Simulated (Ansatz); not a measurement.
Energy needed to pull apart C$_{2}$H$_{3}$NSi (SMILES [SiH2]=C1C=N1), singlet, into free ground-state atoms, from the structure below (at a frame of a short PBE0-D4/def2-SVP trajectory); no zero-point or spin–orbit terms; open-shell atoms are treated unrestricted, in their ground-state multiplicity.

```xyz
7
angstrom
Si -0.7005 1.1519 -0.4688
C -0.0384 -0.3726 0.1129
C 0.9334 -1.2054 0.6169
N 0.4478 -1.7192 -0.4394
H -1.6224 1.3036 -1.7395
H -0.7180 2.3058 0.4296
H 1.7136 -1.4741 1.3589
```

Computed with Ansatz 0.2.0 (basis: def2-TZVPP); correlated methods freeze the cores.

| method | atomization energy (kJ/mol) |
| --- | --- |
| PBE-D4 | 2658 |
| r2SCAN-D4 | ? |
| PBE0-D4 | ? |
| wB97M-V | 2531 |
| HF | 1592 |
| MP2 | 2500 |
| CCSD | 2358 |
| CCSD(T) | 2434 |

Problem. What does PBE0-D4 give? (To be estimated.)

Solution. The calculation gives: 2552 kJ/mol, which is about 118 kJ/mol more than CCSD(T)/def2-TZVPP.

Problem. What does r2SCAN-D4 give? (An estimate is asked for; the value comes from the calculation.)

Solution. By the calculation: 2543 kJ/mol, which is about 110 kJ/mol more than CCSD(T)/def2-TZVPP.

In triple zeta the MP2 and coupled-cluster atomization energies are still short of their basis limit by a few kcal/mol a bond, whereas those of the functionals are nearly converged, so these differences are not deviations from converged CCSD(T).

The T1 diagnostic stays at or below 0.017. The restricted Hartree–Fock reference is unstable towards an unrestricted one here.

For scale, one of the runs: CCSD(T)/def2-TZVPP forces, 177 basis functions, launched by `ansatz run in.yaml --threads 2 --pin off --events-out ev --progress --plain --max-ram 3481MiB`. Hardware: 2 CPU threads of an Arm Neoverse V2, shared host. Wall time 2.8 min; peak host memory 2.9 GiB.
